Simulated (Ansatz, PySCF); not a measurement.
System: C2H3N, charge 0, singlet. C2H3N (SMILES [C-]#[N+]C).
B3LYP-D3(BJ)/def2-TZVP minimum from Ansatz (a program for electronic structure):
```
C
H 1 1.0897
H 1 1.0897 2 109.15
H 1 1.0897 2 109.15 3 119.22
N 1 1.4180 2 109.79 3 -120.39
C 5 1.1645 3 150.15 1 180.00
```

Total energies in hartree (Ansatz). UHF or UKS for unpaired electrons; spin-orbit terms are left out. Cores are frozen in correlated methods. No relativity. Where a partner has so few electrons that a lower coupled-cluster level is exact, that level stands in.

```tsv
species	HF/cc-pVTZ	CCSD(T)/cc-pVTZ	HF/cc-pVQZ	CCSD(T)/cc-pVQZ	CCSDT(Q)/cc-pVTZ
1: C2H3N (SMILES [C-]#[N+]C)	-131.94224	-132.48885	-131.95127	-132.52698	-132.49053
2: C (triplet)	-37.69157	-37.78076	-37.69331	-37.78654	-37.78126
3: N (quartet)	-54.40069	-54.51471	-54.40372	-54.52482	-54.51507
4: H (doublet)	-0.49981	-0.49981	-0.49995	-0.49995	-0.49981
```

Task: Work out the enthalpy of formation at 298 K (by atomisation, with ideal-gas terms from PySCF's Hessian at B3LYP-D3(BJ)/def2-TZVP and the atoms' measured values of the G2/97 table; no spin-orbit terms) in kcal/mol: take Hartree-Fock from cc-pVQZ, extrapolate the CCSD(T) correlation energy as X^-3 (X = 3, 4), and add CCSDT(Q) - CCSD(T) in cc-pVTZ. The further terms named in the bracket sum to +1.01048 hartree. 1 hartree = 627.51 kcal/mol.

Result: 
Species 1: correlation (64·(-0.57571) - 27·(-0.54661))/37 = -0.59695; step -0.00168; E1 = -131.95127 + (-0.59695) + (-0.00168) = -132.54990
Species 2: correlation (64·(-0.09323) - 27·(-0.08919))/37 = -0.09618; step -0.00050; E2 = -37.69331 + (-0.09618) + (-0.00050) = -37.78999
Species 3: correlation (64·(-0.12110) - 27·(-0.11402))/37 = -0.12627; step -0.00036; E3 = -54.40372 + (-0.12627) + (-0.00036) = -54.53035
Species 4: correlation (64·(0.00000) - 27·(0.00000))/37 = 0.00000; step +0.00000; E4 = -0.49995 + (0.00000) + (+0.00000) = -0.49995
+1·E1 -2·E2 -1·E3 -3·E4 +1.01048 = 0.07076 hartree = 44.4 kcal/mol. Measured: 39.1 kcal/mol, 163.5 kJ/mol (CRC Handbook, as tabulated in the package chemicals); atomic spin-orbit terms, which the calculations lack, would raise the computed values. The composite differs from it by +5.3 kcal/mol; core, relativistic and spin-orbit terms are not in it. So large a gap may also come from another state or conformer, or from a fault of the table, which was not checked at its source.
